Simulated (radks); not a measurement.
Valence configurations of Ti+ (all share [Ar]). Method: Dirac Kohn-Sham, PBE, spin-unpolarised, spherical densities, finite nucleus; open shells fill j = l - 1/2 first; Fermi nuclear charge, rms radius 3.5921 fm; computed with a radial shooting solver on a logarithmic mesh with Libxc functionals. Energies are relative to 3d2 4s1; eigenvalues in eV.

valence	E (eV)	e(3d3/2)	e(4p1/2)	e(4s1/2)
3d2 4s1	0.000	-11.384	-	-10.347
3d1.5 4s1.5	0.845	-13.509	-	-11.127
3d2 4p1	3.743	-12.472	-7.236	-
3d1 4s2	2.421	-15.895	-	-11.933
3d2.5 4p0.5	1.531	-10.089	-6.427	-
3d2 4s0.5 4p0.5	1.864	-11.933	-6.939	-10.683
3d1 4s1 4p1	6.621	-16.979	-8.306	-12.539
4s1 4p2	17.659	-	-9.860	-14.642
3d1.5 4s1 4p0.5	2.819	-14.060	-7.484	-11.450
3d2.5 4s0.5	-0.232	-9.549	-	-9.620

NIST lists [Ar] 3d2 4s1 as the ground configuration; this level of theory puts 3d2.5 4s0.5 lower, by 0.232 eV. The energies are those of spherical spin-averaged densities, not of single terms.
